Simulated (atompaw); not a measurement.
# Scattering properties, PAW (atompaw) potential for V

atompaw 4.2.0.5 input, output lines left out:

```
V 23
GGA-PBESOL scalarrelativistic loggrid 1500 logderivrange -2 5 176
4 4 3 0 0 0
4 1 0
3 2 3
0 0 0
c
c
c
v
c
c
v
v
2
3.00 2.30 2.95 2.60
y
1.4
n
y
0.6
n
y
0.05
n
bloechl besselshape
3 0 troulliermartins
```

The phase is arctan(r·u′/u) with u = r·R(r), unwrapped; energies in Ry, scanned from -2 to 5 Ry. A pole is an energy at which the radial function vanishes at the test radius. The pseudo phase is shifted by a multiple of π to meet the all-electron one at the reference energy, and phase errors are pseudo minus all-electron; the curves can meet again beyond the range given. Levels narrower than the energy grid can be missing from the lists of poles.

```csv
channel,radius (bohr),reference energy (Ry),"poles, all-electron","poles, pseudo",unbroken range about the reference energy with phases within 0.05 rad,phase error 1 Ry above the reference energy (rad)
s,3.01,-0.35,1.03,"1.03, 3.65",below 2.9,-0.000
p,3.01,-0.10,1.80,1.85,below 3.1,+0.001
d,3.01,-0.38,"-0.26, 3.14","-0.26, 3.51",below 1.2,+0.002
```

Phases in the s channel:

```
E (Ry)  all-electron  pseudo
 -2.00         1.275   1.274
 -1.52         1.198   1.198
 -1.04         1.028   1.028
 -0.56         0.405   0.405
 -0.08        -0.994  -0.994
  0.40        -1.402  -1.402
  0.88        -1.543  -1.543
  1.36        -1.625  -1.625
  1.84        -1.693  -1.694
  2.32        -1.772  -1.775
  2.80        -1.898  -1.925
  3.28        -2.207  -2.799
  3.76        -3.318  -4.881
  4.24        -4.216  -6.196
  4.72        -4.458  -7.385
```
